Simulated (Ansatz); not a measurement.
`B[SiH](O)F` + CH₃OH → `B[SiH](F)OC` + H₂O  (ligand exchange at the Si–O bond)

Gas-phase electronic energies from Ansatz, PBE0-D4/def2-TZVP geometries. CCSD(T)/CBS is the MP2 limit (def2-TZVPP, def2-QZVPP) plus CCSD(T) − MP2 in def2-TZVPP, frozen cores. This one scheme is used for every species. Functionals use def2-TZVPP. Each species was taken in one conformer, which may not be the lowest.

| level | ΔE (kJ/mol) |
| --- | --- |
| PBE0-D4 | -3.1 |
| r2SCAN0 | -1.6 |
| LC-ωPBE | -1.2 |
| HF/def2-SVP | -1.2 |

Problem. What does CCSD(T)/CBS give? (Best estimate.)

Solution. Computed: -6.7 kJ/mol. The listed levels differ from it by 3.6, 5.1, 5.5, 5.5 kJ/mol.

Largest T1 diagnostic among the species: 0.012.

In def2-TZVPP, CCSD(T) changes the Hartree–Fock value by −3.9 kJ/mol (the triples alone add −0.6 kJ/mol) and MP2 by −4.9 kJ/mol. Leaving LDA and LC-ωPBE aside and taking each functional with its dispersion term where it has one, the values, not all of them listed here, spread over 3.7 kJ/mol, from BHLYP-D4 to r2SCAN-D4. LDA lies −3.2 kJ/mol from PBE without D4.
